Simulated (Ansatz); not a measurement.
Calculated with Ansatz (gas phase, PBE0-D4/def2-TZVP geometries, no zero-point term in ΔE). CCSD(T)/CBS adds triple-zeta CCSD(T) − MP2 to the extrapolated MP2 energy (def2 sets, frozen cores). This one scheme is used for every species. Functionals use def2-TZVPP. B3LYP here is the variant with VWN-RPA as its local correlation; programs differ in this. For Ge outer-core shells are correlated without core-valence functions, which leaves a few kJ/mol of doubt a bond. Scalar relativity is left out up to krypton. Each species was taken in one conformer, which may not be the lowest.

Reaction (cleavage of the B–Ge bond): `[BH2][GeH2][F]` + `O[SiH](O)[SiH3]` → `BO[SiH](O)[SiH3]` + `[F][GeH3]`

`[BH2][GeH2][F]`:

```xyz
7

B    -0.458   -1.106    0.400
Ge    0.324    0.698   -0.187
F    -0.269    1.118   -1.780
H    -1.202   -1.721   -0.298
H    -0.157   -1.548    1.468
H     1.859    0.686   -0.323
H    -0.097    1.872    0.718
```

`O[SiH](O)[SiH3]`:

```xyz
10

O     0.444    0.501   -1.875
Si   -0.287    0.636   -0.404
O     0.435    1.753    0.568
Si   -0.186   -1.360    0.820
H     1.341    0.163   -1.894
H    -1.668    1.056   -0.755
H     0.395    2.672    0.296
H     1.234   -1.776    0.996
H    -0.899   -2.443    0.087
H    -0.808   -1.203    2.161
```

`BO[SiH](O)[SiH3]`:

```xyz
12

B     0.552    2.105   -0.028
O     1.240    0.954    0.084
Si    0.744   -0.632    0.155
O     1.215   -1.414   -1.206
Si   -1.589   -0.828    0.262
H     1.166    3.132   -0.095
H    -0.653    2.089   -0.055
H     1.447   -1.185    1.343
H     2.152   -1.563   -1.346
H    -1.934   -2.268    0.414
H    -2.111   -0.089    1.443
H    -2.230   -0.301   -0.970
```

`[F][GeH3]`:

Cartesian coordinates in Å:
```
F -1.365 -0.869 -0.326
Ge 0.075 0.048 0.018
H 1.089 -0.947 0.595
H 0.534 0.643 -1.318
H -0.333 1.124 1.031
```

CCSD(T)/CBS gives -1.52 eV.

Question: Another level gave -1.47 eV. Which?
A. B3LYP-D4/def2-TZVPP
B. PBE0/def2-TZVPP
C. HF/def2-TZVPP
D. r2SCAN-D4/def2-TZVPP

Answer: B. PBE0 -1.47, r2SCAN-D4 -1.54, B3LYP-D4 -1.59, HF/def2-TZVPP -1.63 eV.

Largest T1 diagnostic among the species: 0.014.

The D4 term adds −0.04 eV with B3LYP and −0.02 eV with PBE0; it sums over pairs of atoms, weighted by their polarisabilities, and B3LYP, whose exchange is more repulsive, gets the larger term. In def2-TZVPP, CCSD(T) changes the Hartree–Fock value by +0.08 eV (the triples alone add −0.01 eV) and MP2 by +0.04 eV.
